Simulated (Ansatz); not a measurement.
Relaxation of Cl2GeH4S (8 atoms, charge 0, multiplicity 1), to a largest force component of 0.03 eV/Å in at most 50 steps.

All numbers below come from RKS PBE0-D4/def2-SVP in Ansatz 0.2.0.

```xyz
8
Properties=species:S:1:pos:R:3
Ge -0.138 -0.236 -0.052
Cl -0.299 -0.403 2.139
H 1.326 -0.048 -0.432
Cl -1.329 1.440 -0.671
H -0.817 -1.495 -0.600
S 1.423 2.619 1.116
H 2.520 2.208 1.786
H 0.584 2.009 2.023
```

Task: Where does it end, and by what steps?

Result: It converged. The force dipped under the threshold on the way, but the program's further checks kept it going. After 25 steps the energy has fallen by 0.097 eV; H8 moved furthest, 1.32 Å.

```json
{"step": "0", "energy less start (eV)": "0.0000", "largest force component (eV/Å)": "0.523", "accepted": "yes"}
{"step": "1", "energy less start (eV)": "-0.0481", "largest force component (eV/Å)": "0.329", "accepted": "yes"}
{"step": "2", "energy less start (eV)": "-0.0514", "largest force component (eV/Å)": "0.248", "accepted": "yes"}
{"step": "3", "energy less start (eV)": "-0.0410", "largest force component (eV/Å)": "0.271", "accepted": "no"}
{"step": "4", "energy less start (eV)": "-0.0562", "largest force component (eV/Å)": "0.025", "accepted": "yes"}
{"step": "5", "energy less start (eV)": "-0.0567", "largest force component (eV/Å)": "0.035", "accepted": "yes"}
{"step": "6", "energy less start (eV)": "-0.0555", "largest force component (eV/Å)": "0.263", "accepted": "no"}
{"step": "7", "energy less start (eV)": "-0.0577", "largest force component (eV/Å)": "0.012", "accepted": "yes"}
{"step": "8", "energy less start (eV)": "-0.0584", "largest force component (eV/Å)": "0.147", "accepted": "yes"}
{"step": "9", "energy less start (eV)": "-0.0589", "largest force component (eV/Å)": "0.138", "accepted": "yes"}
{"step": "10", "energy less start (eV)": "-0.0585", "largest force component (eV/Å)": "0.306", "accepted": "no"}
{"step": "11", "energy less start (eV)": "-0.0604", "largest force component (eV/Å)": "0.084", "accepted": "yes"}
{"step": "12", "energy less start (eV)": "-0.0614", "largest force component (eV/Å)": "0.108", "accepted": "yes"}
{"step": "13", "energy less start (eV)": "-0.0612", "largest force component (eV/Å)": "0.348", "accepted": "no"}
{"step": "14", "energy less start (eV)": "-0.0637", "largest force component (eV/Å)": "0.074", "accepted": "yes"}
{"step": "15", "energy less start (eV)": "-0.0653", "largest force component (eV/Å)": "0.105", "accepted": "yes"}
{"step": "16", "energy less start (eV)": "-0.0675", "largest force component (eV/Å)": "0.202", "accepted": "yes"}
{"step": "17", "energy less start (eV)": "-0.0693", "largest force component (eV/Å)": "0.283", "accepted": "yes"}
{"step": "18", "energy less start (eV)": "-0.0737", "largest force component (eV/Å)": "0.225", "accepted": "yes"}
{"step": "19", "energy less start (eV)": "-0.0835", "largest force component (eV/Å)": "0.031", "accepted": "yes"}
{"step": "20", "energy less start (eV)": "-0.0854", "largest force component (eV/Å)": "0.287", "accepted": "yes"}
{"step": "21", "energy less start (eV)": "-0.0864", "largest force component (eV/Å)": "0.358", "accepted": "yes"}
{"step": "22", "energy less start (eV)": "-0.0961", "largest force component (eV/Å)": "0.010", "accepted": "yes"}
{"step": "23", "energy less start (eV)": "-0.0965", "largest force component (eV/Å)": "0.043", "accepted": "yes"}
{"step": "24", "energy less start (eV)": "-0.0970", "largest force component (eV/Å)": "0.080", "accepted": "yes"}
{"step": "25", "energy less start (eV)": "-0.0973", "largest force component (eV/Å)": "0.024", "accepted": "yes"}
```

```xyz
8
Properties=species:S:1:pos:R:3
Ge -0.104 -0.320 -0.013
Cl 0.220 -0.766 2.072
H 1.228 0.058 -0.654
Cl -1.436 1.374 -0.112
H -0.845 -1.513 -0.621
S 1.949 2.622 1.317
H 1.601 1.718 2.258
H 0.656 2.918 1.062
```

Whether the end is a true minimum wasn't checked by a vibrational analysis.

The run took 110 s on 2 threads of Intel(R) Xeon(R) Platinum 8488C (Sapphire Rapids), with other jobs on the host, peak memory 0.28 GiB.
